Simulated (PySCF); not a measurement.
**Spinor energies of Sn²⁺ (tin, charge +2)**

Start: [Kr] 4d10 5s2. Calculated with PySCF 2.14 in x2c-TZVPall-2c with one added diffuse shell each of s, p, d, f type (9s10p6d3f, 90 functions): generalised Hartree-Fock with the X2C-1e Hamiltonian and a Gaussian nucleus; one run each with spin-orbit coupling (SO) switched off, then screened by Boettger's factors. This is a chosen level, not necessarily the ground level.

```tsv
spinor shell	electrons	ε, spin-free (eV)	ε, screened SO (eV)	weight of nominal j (screened SO)	rms radius, screened SO (bohr)
1s1/2	2	-29364.7	-29362.0	1.000	0.0333
2s1/2	2	-4540.9	-4540.1	1.000	0.136
2p1/2	2	-4071.1	-4231.1	1.000	0.118
2p3/2	4	-4071.1	-3998.1	1.000	0.123
3s1/2	2	-930.28	-930.09	1.000	0.361
3p1/2	2	-772.94	-803.10	1.000	0.354
3p3/2	4	-772.94	-759.13	1.000	0.366
3d3/2	4	-531.44	-536.67	1.000	0.340
3d5/2	6	-531.44	-527.79	1.000	0.343
4s1/2	2	-177.48	-177.45	1.000	0.874
4p1/2	2	-127.51	-132.98	1.000	0.931
4p3/2	4	-127.51	-125.01	1.000	0.960
4d3/2	4	-52.968	-53.647	1.000	1.17
4d5/2	6	-52.968	-52.505	1.000	1.18
5s1/2	2	-28.795	-28.797	1.000	2.42
```

| quantity | spin-free | screened SO |
| --- | --- | --- |
| E (hartree) | -6172.29236 | -6173.75376 |
| M_J | 0 | 0 |
| ⟨J²⟩ | 0.000 | 0.000 |
| ⟨L²⟩ | 0.000 | 0.018 |
| ⟨S²⟩ | 0.000 | 0.018 |

Breit and QED terms are absent; they matter most for the inner s and p1/2 levels.

Densities and radii are taken from the X2C orbitals without a picture-change correction, which distorts them close to the nucleus.

Without spin-orbit coupling the j labels of p, d and f shells carry no meaning; the spin-free column gives the mean over the occupied spinors of each nl shell.
